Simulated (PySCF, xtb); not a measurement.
Zn(Et)(SH) (C₂H₆SZn), SMILES [CH2]([Zn][SH])C.

GFN2-xTB in xtb 6.7.1 at its own geometry gives an orbital gap of 3.11 eV and a dipole moment of 3.64 D.

Geometry optimised at PBE0-D3(BJ)/def2-SVP. The isomer is the one that the SMILES or the coordinates give; other isomers of the formula were not compared. One conformer was computed; it need not be the lowest.

What does PBE/def2-TZVP in PySCF give? (The exact figures need the calculation; the answer reports its results.)

gap 4.79 eV (levels -5.88 and -1.09 eV), dipole 1.93 D.
